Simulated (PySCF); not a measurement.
CLiN, SMILES [Li][C][N] (connectivity only; charge and spin as stated), neutral, multiplicity 1. Atoms are numbered in the order given.

```xyz
3

Li     0.0000     0.0000    -2.0573
C      0.0000     0.0000    -0.1497
N      0.0000     0.0000     1.0100
```

Coordinates come from a B3LYP-D3(BJ)/def2-TZVPD optimisation.

Method: r2SCAN/def2-TZVPD run with PySCF.

Computed frontier levels, gap, dipole moment and polarisability:
```json
{
 "highest_occupied_level": "-6.52 eV",
 "lowest_empty_level": "-0.94 eV",
 "orbital_gap": "5.57 eV",
 "dipole_moment": "9.16 D",
 "quadrupole, principal values (traceless, Buckingham form, about the centre of nuclear charge)": "-7.65, -7.65, 15.31 D·Å",
 "mean_static_polarisability": "24.5 bohr³ (3.63 Å³)",
 "polarisability_principal_values": "21.2, 21.2, 31.1 bohr³"
}
```
